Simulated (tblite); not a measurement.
C2H7ClOSi3.
Numbering: `[Cl:1][SiH2:2][Si@@H:3]1[CH:4]=[CH:5][SiH2:6][O:7]1` (hydrogens: H8, H9 on Si2; H10 on Si3; H11 on C4; H12 on C5; H13, H14 on Si6)

A start from a force field or distance geometry was refined with GFN2-xTB geometry optimisation, gas phase in tblite. Values at the start:

| coordinate | start |
| --- | --- |
| Cl1–Si2 | 2.066 Å |
| Si2–Si3 | 2.295 Å |
| Si2–H8 | 1.476 Å |
| Si2–H9 | 1.494 Å |
| Si3–C4 | 1.906 Å |
| Si3–O7 | 1.733 Å |
| Si3–H10 | 1.487 Å |
| C4=C5 | 1.340 Å |
| C4–H11 | 1.090 Å |
| C5–Si6 | 1.893 Å |
| C5–H12 | 1.086 Å |
| Si6–O7 | 1.720 Å |
| Si6–H13 | 1.471 Å |
| Si6–H14 | 1.473 Å |
| Cl1–Si2–Si3 | 110.6° |
| Si2–Si3–C4 | 111.2° |
| Si2–Si3–O7 | 111.8° |
| Si3–C4–C5 | 114.8° |
| Si3–O7–Si6 | 116.3° |
| C4–Si3–O7 | 96.7° |
| C4–C5–Si6 | 114.8° |
| C5–Si6–O7 | 97.4° |
| Cl1–Si2–Si3–C4 | -64° |
| Si2–Si3–C4–C5 | -117° |
| Si2–Si3–O7–Si6 | 116° |
| C5–Si6–O7–Si3 | 1° |

Task: How do these coordinates change at the GFN2-xTB level?

Result: 
```csv
coordinate,GFN2-xTB (Å or °),change
Si3–O7,1.646,-0.087
Si6–O7,1.639,-0.081
Cl1–Si2,2.027,-0.039
Si2–H9,1.467,-0.027
Si3–H10,1.470,-0.017
Si6–H14,1.458,-0.015
Si6–H13,1.458,-0.013
Si3–C4,1.894,-0.012
C4–H11,1.082,-0.008
C5–Si6,1.886,-0.007
Si2–H8,1.470,-0.006
C4=C5,1.334,-0.006
C5–H12,1.082,-0.004
Si2–Si3,2.296,+0.001
Si2–Si3–O7,105.4,-6.4
Si2–Si3–C4,117.0,+5.8
Si3–O7–Si6,119.5,+3.2
Cl1–Si2–Si3,107.9,-2.7
Si3–C4–C5,113.1,-1.7
C4–C5–Si6,113.8,-1.0
C5–Si6–O7,96.9,-0.5
C4–Si3–O7,96.8,+0.1
Cl1–Si2–Si3–C4,-88,-24
Si2–Si3–O7–Si6,122,+6
Si2–Si3–C4–C5,-112,+5
C5–Si6–O7–Si3,-2,-3
```

The energy falls by 29.4 kJ/mol over 93 L-BFGS steps, the largest force on an atom goes from 1.75 to 0.009 eV/Å, and the atoms move by 0.308 Å rms after alignment. The bond that changes most is Si3–O7 (oxygen-bound silicon to siloxane oxygen), which shortens by 0.087 Å. Bonds longer at the end by more than 0.005 Å: 0 of 14; shorter: 12. Among the dihedrals that turn most is H8–Si2–Si3–C4, from 55° to 30°. Rotational constants go from 3100, 590.1, 541.0 to 3395, 591.6, 546.7 MHz.

Time: 0.85 s of wall time. Hardware: one thread, Arm Neoverse V1 (aarch64), on a shared host.

Its GFN2-xTB frequencies are all real (lowest 25 cm⁻¹). The numbers are those of one conformer.

The numbers are calculated, not measured.
